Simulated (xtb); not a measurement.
C$_{4}$H$_{4}$S, triplet, from a rough starting geometry (a higher spin typed on purpose: for a closed-shell molecule this is an excited state); GFN2-xTB (xtb 6.7.1).

The xtb input:
```
$ xtb mol.xyz --gfn 2 --uhf 2 --opt vtight --json

# file mol.xyz
9

C      0.54026790    -0.81602526     0.02007241
C     -0.83633320    -0.50240408     0.11711210
C     -1.03665321     0.81279463    -0.09301409
S      0.40379365     1.71385135    -0.29256060
C      1.33880758     0.29537226    -0.12633822
H      0.88775723    -1.80980584     0.17115345
H     -1.63980814    -1.22332632     0.24827393
H     -1.98911669     1.38182471    -0.03984638
H      2.31191867     0.31030373    -0.22893480
```

Output, abridged:

```
   ID    Z sym.   atoms
    1    6 C      1-3, 5
    2   16 S      4
    3    1 H      6-9

           -------------------------------------------------
          |                Calculation Setup                |
           -------------------------------------------------

           -------------------------------------------------
          |                 G F N 2 - x T B                 |
           -------------------------------------------------

          ...................................................
          :                      SETUP                      :
          :.................................................:
          :  # basis functions                  30          :
          :  # atomic orbitals                  29          :
          :  # shells                           15          :
          :  # electrons                        26          :
          :  max. iterations                   250          :
          :  Hamiltonian                  GFN2-xTB          :
          :  restarted?                      false          :
          :  GBSA solvation                  false          :
          :  PC potential                    false          :
          :  electronic temp.          300.0000000     K    :
          :  accuracy                    1.0000000          :
          :  -> integral cutoff          0.2500000E+02      :
          :  -> integral neglect         0.1000000E-07      :
          :  -> SCF convergence          0.1000000E-05 Eh   :
          :  -> wf. convergence          0.1000000E-03 e    :
          :  Broyden damping             0.4000000          :
          :  net charge                          0          :
          :  unpaired electrons                  2          :
          ...................................................

 iter      E             dE          RMSdq      gap      omega  full diag
   1    -13.8712792 -0.138713E+02  0.524E+00    1.28       0.0  T
   2    -13.8491482  0.221310E-01  0.422E+00    1.49       1.0  T
   3    -13.8762153 -0.270671E-01  0.326E+00    1.22       1.0  T
   4    -13.8868703 -0.106549E-01  0.139E+00    1.22       1.0  T
   5    -13.8873296 -0.459369E-03  0.952E-01    1.25       1.0  T
   6    -13.8886914 -0.136183E-02  0.527E-01    1.26       1.0  T
   7    -13.8892693 -0.577870E-03  0.590E-01    1.27       1.0  T
   8    -13.8898768 -0.607438E-03  0.160E-01    1.27       1.0  T
   9    -13.8899112 -0.344735E-04  0.166E-01    1.26       1.0  T
  10    -13.8899574 -0.461646E-04  0.726E-02    1.26       1.0  T
  11    -13.8899667 -0.935278E-05  0.922E-03    1.27       3.6  T
  12    -13.8899669 -0.148126E-06  0.138E-03    1.26      24.2  T
  13    -13.8899669 -0.208055E-08  0.254E-04    1.26     131.4  T
  14    -13.8899669  0.177908E-08  0.100E-03    1.26      33.2  T
  15    -13.8899669 -0.183471E-08  0.183E-04    1.26     182.2  T

   *** convergence criteria satisfied after 15 iterations ***

 transition dipole moment (au) for excitation:          13          14
     X       Y       Z
   1.1687   0.2789  -0.0334  total (au/Debye):    1.202   3.055
 dE (eV)             :    4.127
 oscillator strength :  0.20657E+00

         :::::::::::::::::::::::::::::::::::::::::::::::::::::
         ::                     SUMMARY                     ::
         :::::::::::::::::::::::::::::::::::::::::::::::::::::
         :: total energy             -13.658692326474 Eh    ::
         :: gradient norm              0.183582948929 Eh/a0 ::
         :: HOMO-LUMO gap              1.264870983559 eV    ::
         ::.................................................::
         :: SCC energy               -13.889965110986 Eh    ::
         :: -> isotropic ES            0.000669806313 Eh    ::
         :: -> anisotropic ES          0.000849500970 Eh    ::
         :: -> anisotropic XC          0.007839354522 Eh    ::
         :: -> dispersion             -0.006268978512 Eh    ::
         :: repulsion energy           0.231272784512 Eh    ::
         :: add. restraining           0.000000000000 Eh    ::
         :: total charge              -0.000000000000 e     ::
         :::::::::::::::::::::::::::::::::::::::::::::::::::::

      -----------------------------------------------------------
     |                   =====================                   |
     |                        A N C O P T                        |
     |                   =====================                   |
     |               Approximate Normal Coordinate               |
     |                Rational Function Optimizer                |
      -----------------------------------------------------------
      -----------------------------------------------------------
     |                   =====================                   |
     |                        A N C O P T                        |
     |                   =====================                   |
     |               Approximate Normal Coordinate               |
     |                Rational Function Optimizer                |
      -----------------------------------------------------------

          ...................................................
          :                      SETUP                      :
          :.................................................:
          :   optimization level         verytight          :
          :   max. optcycles                   200          :
          :   ANC micro-cycles                  20          :
          :   degrees of freedom                21          :
          :.................................................:
          :   RF solver                   davidson          :
          :   write xtbopt.log                true          :
          :   linear?                        false          :
          :   energy convergence         0.1000000E-06 Eh   :
          :   grad. convergence          0.2000000E-03 Eh/α :
          :   maxmium RF displ.          1.0000000          :
[...]
 * total energy  :   -13.6796359 Eh     change       -0.2094354E-01 Eh
 * total energy  :   -13.6834759 Eh     change       -0.3840081E-02 Eh
 * total energy  :   -13.6836815 Eh     change       -0.2055449E-03 Eh
 * total energy  :   -13.6837587 Eh     change       -0.7719023E-04 Eh
 * total energy  :   -13.6837751 Eh     change       -0.1645905E-04 Eh
 * total energy  :   -13.6837876 Eh     change       -0.1240801E-04 Eh
 * total energy  :   -13.6837954 Eh     change       -0.7806065E-05 Eh
 * total energy  :   -13.6838014 Eh     change       -0.6037318E-05 Eh
 * total energy  :   -13.6838033 Eh     change       -0.1938181E-05 Eh
 * total energy  :   -13.6838040 Eh     change       -0.6639809E-06 Eh
 * total energy  :   -13.6838043 Eh     change       -0.2595830E-06 Eh
 * total energy  :   -13.6838044 Eh     change       -0.1008433E-06 Eh
 * total energy  :   -13.6838044 Eh     change       -0.3062327E-07 Eh
   *** GEOMETRY OPTIMIZATION CONVERGED AFTER 14 ITERATIONS ***
[...]
         :: total energy             -13.683804388222 Eh    ::
         :: gradient norm              0.000060542157 Eh/a0 ::
         :: HOMO-LUMO gap              1.566509798382 eV    ::
         ::.................................................::
         :: SCC energy               -13.873501656887 Eh    ::
         :: -> isotropic ES            0.000929826017 Eh    ::
         :: -> anisotropic ES          0.000732238027 Eh    ::
         :: -> anisotropic XC          0.009457216040 Eh    ::
         :: -> dispersion             -0.006193462098 Eh    ::
         :: repulsion energy           0.189697268665 Eh    ::
         :: add. restraining           0.000000000000 Eh    ::
         :: total charge               0.000000000000 e     ::
         :::::::::::::::::::::::::::::::::::::::::::::::::::::

           -------------------------------------------------
          |                Property Printout                |
           -------------------------------------------------

    * Orbital Energies and Occupations

         #    Occupation            Energy/Eh            Energy/eV
      -------------------------------------------------------------
         1        2.0000           -0.7208176             -19.6144
         2        2.0000           -0.6457923             -17.5729
         3        2.0000           -0.6096289             -16.5888
         4        2.0000           -0.5774614             -15.7135
         5        2.0000           -0.5554269             -15.1139
         6        2.0000           -0.5380462             -14.6410
         7        2.0000           -0.4791750             -13.0390
         8        2.0000           -0.4765797             -12.9684
         9        2.0000           -0.4717778             -12.8377
        10        2.0000           -0.4663453             -12.6899
        11        2.0000           -0.4589033             -12.4874
        12        1.9994           -0.4006170             -10.9013
        13        1.0006           -0.3865815             -10.5194
        14        1.0000           -0.2661852              -7.2433 (HOMO)
        15                         -0.2086170              -5.6768 (LUMO)
        16                         -0.1788903              -4.8679
        17                         -0.1164370              -3.1684
        18                         -0.0065215              -0.1775
        19                          0.0339109               0.9228
        20                          0.0363430               0.9889
        21                          0.1114779               3.0335
        22                          0.1219288               3.3179
        23                          0.1827854               4.9738
        24                          0.2232291               6.0744
        25                          0.2656742               7.2294
       ...                                ...                  ...
        29                          0.6448149              17.5463
      -------------------------------------------------------------
                  HL-Gap            0.0575682 Eh            1.5665 eV
             Fermi-level           -0.3155002 Eh           -8.5852 eV

     #   Z          covCN         q      C6AA      α(0)
     1   6 C        3.003    -0.032    28.792     8.802
     2   6 C        3.003    -0.032    28.791     8.802
     3   6 C        2.926    -0.011    28.298     8.724
     4  16 S        2.099    -0.096   145.056    20.271
     5   6 C        2.926    -0.011    28.297     8.724
     6   1 H        0.926     0.044     2.401     2.423
     7   1 H        0.926     0.044     2.401     2.423
     8   1 H        0.927     0.048     2.345     2.395
     9   1 H        0.927     0.048     2.345     2.395

 Mol. C6AA /au·bohr⁶  :       1564.561196
 Mol. C8AA /au·bohr⁸  :      48632.107049
 Mol. α(0) /au        :         64.957807

Wiberg/Mayer (AO) data.
largest (>0.10) Wiberg bond orders for each atom

 ---------------------------------------------------------------------------
     #   Z sym  total        # sym  WBO       # sym  WBO       # sym  WBO
 ---------------------------------------------------------------------------
     1   6 C    3.958 --     2 C    1.690     5 C    1.116     6 H    0.964
                             3 C    0.126
     2   6 C    3.958 --     1 C    1.690     3 C    1.116     7 H    0.964
                             5 C    0.126
     3   6 C    3.504 --     4 S    1.171     2 C    1.116     8 H    0.975
                             1 C    0.126
     4  16 S    2.490 --     3 C    1.171     5 C    1.171
     5   6 C    3.504 --     4 S    1.171     1 C    1.116     9 H    0.975
                             2 C    0.126
     6   1 H    0.998 --     1 C    0.964
     7   1 H    0.998 --     2 C    0.964
     8   1 H    0.998 --     3 C    0.975
     9   1 H    0.998 --     5 C    0.975
 ---------------------------------------------------------------------------

Topologies differ in total number of bonds
Writing topology from bond orders to xtbtopo.mol

molecular dipole:
                 x           y           z       tot (Debye)
 q only:       -0.085      -0.364       0.056
   full:       -0.156      -0.667       0.102       1.761
molecular quadrupole (traceless):
                xx          xy          yy          xz          yz          zz
 q only:        2.020      -0.789      -1.116      -0.091       0.111      -0.905
  q+dip:        5.093      -2.021      -2.918      -0.221       0.298      -2.175
   full:        4.367      -1.904      -3.215      -0.113       0.470      -1.153

optimized geometry written to: xtbopt.xyz

           -------------------------------------------------
          | TOTAL ENERGY              -13.683804388222 Eh   |
          | GRADIENT NORM               0.000060542157 Eh/α |
          | HOMO-LUMO GAP               1.566509798382 eV   |
           -------------------------------------------------
```
